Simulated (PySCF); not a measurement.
CH₉NO₂Si₂, SMILES O[SiH](CN[SiH3])O. Atoms are numbered in the order given.

```xyz
15

O     -1.4815    -0.7897     1.2008
Si    -1.6136     0.2328    -0.1046
O     -1.9529     1.8122     0.3062
C      0.1146     0.2819    -0.8878
N      0.9755    -0.7468    -0.2805
Si     2.6955    -0.5113    -0.0874
H     -0.5403    -0.9362     1.3969
H     -2.7024    -0.2965    -0.9690
H     -2.8293     1.9974     0.6637
H      0.5212     1.2772    -0.6360
H      0.0917     0.2369    -1.9944
H      0.6838    -1.6927    -0.5174
H      2.9058     0.7158     0.7321
H      3.4551    -0.3323    -1.3676
H      3.2272    -1.7146     0.6135
```

Coordinates come from a B3LYP-D3(BJ)/def2-SVP optimisation. The structure was generated by enumeration, and PubChem lists no compound with its InChIKey, so it may never have been made. One conformer was computed; it need not be the lowest.

Computed with PySCF with B3LYP/pcSseg-1.

GIAO shieldings, no solvent; atoms listed in one row are averaged. δ = σ(ref) − σ: ¹⁷O against H2O (σ = 333.8 ppm); ²⁹Si against TMS (σ = 338.7 ppm); ¹³C against TMS (σ = 181.3 ppm); ¹⁵N against NH3 (σ = 265.5 ppm); ¹H against TMS (σ = 31.68 ppm), references at their B3LYP-D3(BJ)/def2-TZVP geometries, non-relativistic.

Computed chemical shifts:
| nucleus | atoms | count | δ (ppm) |
|---|---|---|---|
| ¹⁷O | O3 | 1 | 73.0 |
| ¹⁷O | O1 | 1 | 65.8 |
| ²⁹Si | Si2 | 1 | -21.5 |
| ²⁹Si | Si6 | 1 | -50.3 |
| ¹³C | C4 | 1 | 36.5 |
| ¹⁵N | N5 | 1 | 17.0 |
| ¹H | H8 | 1 | 5.07 |
| ¹H | H13, H14, H15 | 3 | 4.77 |
| ¹H | H7 | 1 | 4.27 |
| ¹H | H11 | 1 | 2.76 |
| ¹H | H9 | 1 | 2.45 |
| ¹H | H10 | 1 | 2.34 |
| ¹H | H12 | 1 | -0.64 |
